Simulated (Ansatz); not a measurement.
Basis-set extrapolation for C₂H₅F₃OSi, SMILES `C[SiH2]OC(F)(F)F` (PBE0-D4/def2-TZVP geometry, frozen core, Ansatz). Multiplicity 1, RHF reference.

```
                      def2-TZVPP   def2-QZVPP
                 HF  -741.050611  -741.079817
    MP2 correlation    -1.428499    -1.551305
CCSD(T) correlation    -1.509463      not run
```

Energies in hartree. Use E(X) = E(∞) + A·exp(−7.88·√X) for Hartree–Fock and E(X) = E(∞) + B·X^(−2.97) for correlation, with X = 3 and 4, and add CCSD(T) minus MP2 of the smaller set to the MP2 limit.

Q: What is the CCSD(T) energy at the basis-set limit?

A: HF limit: -741.079817 + (-0.029206) × 0.13774 = -741.08384. MP2 limit: -1.551305 + (-0.122806) × 0.74074 = -1.64227. Higher-order term: -1.509463 − (-1.428499) = -0.08096. Total: -742.80707 hartree, 155.0 kcal/mol below CCSD(T)/def2-TZVPP.
